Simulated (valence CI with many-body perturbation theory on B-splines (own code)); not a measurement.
Ba25+: electric-dipole lines

Level of theory: valence CI with perturbative core correlation (CI+MBPT): three valence electrons over a frozen Dirac-Fock core [Ar] 3d10, radial functions for each j: 11 s, 11 p, 9 d, 7 f, 5 g, 2 h, 1 i, with the one-electron correlation potential Σ1, the two-electron term Σ2, the three-electron term Σ3, Breit, model QED; selected CI, second order for the rest (own B-spline code, finite nucleus).

No measured spectrum was set against this ion. As an estimate, levels hold to about 250 cm⁻¹ or 0.2 % of their energy and the worst to 1 %, as in measured heavy ions of charge 2 to 7; those with d or f electrons hold less well.

Lines 51 to 100 of 282 in falling wavelength, among levels below 279.83 eV, chosen from the strongest by gf and those to the six lowest levels. Wavelengths and rates use the calculated energies, so an error of 2000 cm⁻¹ moves a line at 16.75 nm by 0.33 % and its rate by three times that or more. Electric multipoles are in the length gauge, E1 and E2 with the static RPA response of the core. Weak lines are less certain than strong ones. Lines between different terms over intervals too small for the method are left out, as are lines whose strength nearly cancels. Where a level lies close to another of its J and parity, the split of strength between their lines is uncertain. The highest levels of a list are the least certain.

Levels are named by their leading jj configuration (3d3/2^4 stands for four electrons in 3d with j = 3/2), which in mixed levels can hold well under half, so a name can repeat and another be missing. Letters in brackets count levels of one name in rising energy.

```
λ vac (nm)                          Upper                       Lower   A (s⁻¹)  S (a.u.) with core polarisation  S without
     16.75          (4p1/2 4p3/2^2) J=5/2  (4s 4p1/2 4p3/2) J=3/2 [b]  9.32e+09                         1.30e-01   1.40e-01
     16.67         (4s 4p1/2 4f7/2) J=9/2  (4s 4p3/2 4d5/2) J=7/2 [b]  1.08e+10                         2.48e-01   2.69e-01
     16.53      (4p3/2^2 4d3/2) J=3/2 [a]  (4s 4p3/2 4d5/2) J=3/2 [a]  1.15e+10                         1.03e-01   1.11e-01
     16.53          (4p3/2^2 4d5/2) J=7/2  (4s 4p3/2 4d5/2) J=5/2 [a]  1.98e+10                         3.52e-01   3.82e-01
     16.42     (4s 4p3/2 4d5/2) J=7/2 [a]          (4s^2 4d5/2) J=5/2  1.70e+10                         2.97e-01   3.22e-01
     16.40  (4p1/2 4p3/2 4d5/2) J=7/2 [b]  (4s 4p1/2 4d5/2) J=5/2 [b]  1.57e+10                         2.73e-01   2.96e-01
     16.39     (4s 4p3/2 4d5/2) J=3/2 [a]          (4s^2 4d3/2) J=3/2  2.47e+10                         2.15e-01   2.32e-01
     16.31     (4s 4p1/2 4f7/2) J=7/2 [b]  (4s 4p3/2 4d5/2) J=7/2 [b]  6.98e+09                         1.20e-01   1.29e-01
     16.31  (4p1/2 4p3/2 4d5/2) J=7/2 [a]  (4s 4p1/2 4d5/2) J=5/2 [a]  2.86e+10                         4.90e-01   5.31e-01
     16.22  (4p1/2 4p3/2 4d5/2) J=7/2 [a]      (4s 4p1/2 4d5/2) J=7/2  5.68e+09                         9.57e-02   1.04e-01
     16.19  (4p1/2 4p3/2 4d5/2) J=5/2 [b]      (4s 4p1/2 4d5/2) J=3/2  2.19e+10                         2.75e-01   2.99e-01
     16.16     (4s 4p1/2 4f7/2) J=7/2 [b]  (4s 4p3/2 4d3/2) J=5/2 [b]  6.92e+09                         1.15e-01   1.25e-01
     15.96  (4p1/2 4p3/2 4d3/2) J=5/2 [a]      (4s 4p1/2 4d3/2) J=5/2  1.71e+10                         2.05e-01   2.22e-01
     15.96     (4s 4p3/2 4d5/2) J=7/2 [b]          (4s^2 4d5/2) J=5/2  4.17e+10                         6.70e-01   7.27e-01
     15.80      (4p3/2^2 4d3/2) J=3/2 [b]  (4s 4p3/2 4d3/2) J=5/2 [b]  2.25e+10                         1.75e-01   1.89e-01
     15.72      (4p1/2 4p3/2 4d5/2) J=9/2      (4s 4p1/2 4d5/2) J=7/2  1.92e+10                         3.68e-01   3.98e-01
     15.58          (4p3/2^2 4d5/2) J=7/2      (4s 4p3/2 4d3/2) J=7/2  1.23e+10                         1.83e-01   1.98e-01
     15.53      (4p1/2 4p3/2 4d3/2) J=7/2      (4s 4p1/2 4d3/2) J=5/2  1.59e+10                         2.35e-01   2.55e-01
     15.42      (4p1/2 4p3/2 4d5/2) J=1/2      (4s 4p1/2 4d5/2) J=3/2  3.26e+10                         1.18e-01   1.27e-01
     15.41  (4p1/2 4p3/2 4d5/2) J=5/2 [a]      (4s 4p1/2 4d5/2) J=7/2  1.62e+10                         1.75e-01   1.89e-01
     15.37     (4s 4p1/2 4d3/2) J=3/2 [a]  (4s 4p1/2 4p3/2) J=3/2 [b]  6.52e+09                         4.68e-02   5.04e-02
     15.36     (4s 4p3/2 4d3/2) J=5/2 [b]          (4s^2 4d3/2) J=3/2  5.55e+10                         5.95e-01   6.45e-01
     15.31          (4p1/2 4p3/2^2) J=3/2      (4s 4p1/2 4p3/2) J=5/2  1.83e+10                         1.30e-01   1.40e-01
     15.30     (4s 4p1/2 4p3/2) J=3/2 [b]          (4s^2 4p1/2) J=1/2  4.62e+10                         3.27e-01   3.53e-01
     15.26  (4p1/2 4p3/2 4d3/2) J=5/2 [a]  (4s 4p1/2 4d3/2) J=3/2 [a]  1.22e+10                         1.29e-01   1.39e-01
     15.18          (4p1/2 4p3/2^2) J=5/2      (4s 4p1/2 4p3/2) J=5/2  1.68e+10                         1.74e-01   1.88e-01
     15.09          (4p3/2^2 4d3/2) J=5/2      (4s 4p3/2 4d3/2) J=7/2  1.37e+10                         1.39e-01   1.50e-01
     15.09          (4p1/2 4p3/2^2) J=1/2  (4s 4p1/2 4p3/2) J=3/2 [b]  7.70e+10                         2.61e-01   2.82e-01
     15.06  (4p1/2 4p3/2 4d5/2) J=3/2 [b]  (4s 4p1/2 4d5/2) J=5/2 [b]  5.06e+10                         3.41e-01   3.69e-01
     15.02      (4p3/2^2 4d3/2) J=3/2 [a]  (4s 4p3/2 4d3/2) J=5/2 [a]  1.97e+10                         1.32e-01   1.42e-01
     14.99          (4p3/2^2 4d3/2) J=5/2  (4s 4p3/2 4d3/2) J=5/2 [a]  1.85e+10                         1.84e-01   2.00e-01
     14.97          (4p3/2^2 4d5/2) J=7/2      (4s 4p3/2 4d5/2) J=9/2  1.82e+10                         2.41e-01   2.60e-01
     14.96  (4p1/2 4p3/2 4d3/2) J=5/2 [b]  (4s 4p1/2 4d3/2) J=3/2 [b]  2.01e+10                         1.99e-01   2.16e-01
     14.96  (4p1/2 4p3/2 4d3/2) J=3/2 [b]      (4s 4p1/2 4d3/2) J=1/2  1.41e+10                         9.30e-02   1.01e-01
     14.89  (4p1/2 4p3/2 4d3/2) J=3/2 [a]  (4s 4p1/2 4d3/2) J=3/2 [a]  3.96e+10                         2.58e-01   2.79e-01
     14.89  (4p1/2 4p3/2 4d3/2) J=3/2 [b]  (4s 4p1/2 4d3/2) J=3/2 [b]  2.25e+10                         1.46e-01   1.58e-01
     14.88          (4p3/2^2 4d5/2) J=9/2      (4s 4p3/2 4d5/2) J=9/2  2.53e+10                         4.11e-01   4.45e-01
     14.88  (4p1/2 4p3/2 4d3/2) J=5/2 [b]  (4s 4p1/2 4d5/2) J=5/2 [a]  1.70e+10                         1.66e-01   1.79e-01
     14.86  (4p1/2 4p3/2 4d3/2) J=1/2 [b]      (4s 4p1/2 4d3/2) J=1/2  3.06e+10                         9.92e-02   1.07e-01
     14.83     (4s 4p3/2 4d3/2) J=1/2 [b]          (4s^2 4d3/2) J=3/2  8.56e+10                         2.76e-01   2.98e-01
     14.82  (4p1/2 4p3/2 4d3/2) J=1/2 [a]  (4s 4p1/2 4d3/2) J=3/2 [a]  6.08e+10                         1.95e-01   2.11e-01
     14.78          (4p1/2^2 4p3/2) J=3/2          (4s 4p1/2^2) J=1/2  2.87e+10                         1.83e-01   1.98e-01
     14.77  (4p1/2 4p3/2 4d5/2) J=7/2 [b]      (4s 4p1/2 4d5/2) J=7/2  1.65e+10                         2.10e-01   2.28e-01
     14.72         (4s 4p1/2 4d3/2) J=5/2  (4s 4p1/2 4p3/2) J=3/2 [b]  6.89e+08                         6.51e-03   7.14e-03
     14.64         (4s 4p1/2 4p3/2) J=1/2          (4s^2 4p1/2) J=1/2  1.29e+11                         4.00e-01   4.33e-01
     14.63             (4s 4p3/2^2) J=1/2          (4s^2 4p3/2) J=3/2  9.11e+10                         2.82e-01   3.04e-01
     14.59     (4s 4p3/2 4d5/2) J=3/2 [b]          (4s^2 4d5/2) J=5/2  9.78e+10                         6.00e-01   6.48e-01
     14.57     (4s 4p3/2 4d5/2) J=3/2 [c]          (4s^2 4d5/2) J=5/2  1.54e+10                         9.41e-02   1.02e-01
     14.50             (4s 4p3/2^2) J=3/2          (4s^2 4p3/2) J=3/2  1.37e+11                         8.23e-01   8.90e-01
     14.47          (4p1/2 4p3/2^2) J=3/2  (4s 4p1/2 4p3/2) J=3/2 [a]  4.74e+10                         2.84e-01   3.07e-01
```
